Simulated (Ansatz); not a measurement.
F₄Se, triplet, at a GFN2-xTB geometry (a higher spin typed on purpose: for a closed-shell molecule this is an excited state); SVWN5/cc-pVTZ (Ansatz, a program for electronic structure).

Ansatz was given this input:
Ansatz 0.2 input:
```yaml
crystal:
  periodic: [false, false, false]
  atoms:
    - {symbol: Se, position_ang: [0.00000000, -0.00000000, 0.00000000]}
    - {symbol: F, position_ang: [1.11281369, 1.52176867, -0.00787047]}
    - {symbol: F, position_ang: [1.52178892, -1.11279517, 0.00644471]}
    - {symbol: F, position_ang: [-1.11281369, -1.52176867, 0.00787047]}
    - {symbol: F, position_ang: [-1.52178892, 1.11279517, -0.00644471]}
basis:
  gaussian:
    orbitals: cc-pVTZ
    nuclear_model: gaussian
hamiltonian:
  xc: {name: SVWN5}
magnetization: {spin_polarized: true, initial_magnetization: 2}
```

What does Ansatz print? Leave out banner, timings and long lists.


```
Functional definition: SVWN5
964 factors; their error is unknown
mean field evaluation 1: about -76051.9158 eV, gradient 4.6e1 eV
mean field evaluation 2: about -76008.0272 eV, gradient 1.2e2 eV
mean field evaluation 4: about -76058.0055 eV, gradient 3.3e0 eV
mean field evaluation 8: about -76058.0579 eV, gradient 1.0e-1 eV
mean field evaluation 16: about -76058.0116 eV, gradient 8.8e-5 eV
mean field evaluation 32: about -76056.5924 eV, gradient 1.5e-2 eV
mean field -76058.01157415 eV, -2795.0803713782 hartree, gradient 1.7e-5 eV, S^2 2.001843; 6 other end points of the search recorded, 0 dependent functions left out
reference -76058.01159404 eV, -2795.0803721092 hartree; 36, 34 occupied and 127, 129 virtual orbitals, 964 factors
Total energy: -76058.01159404 eV, -2795.0803721092 hartree
```
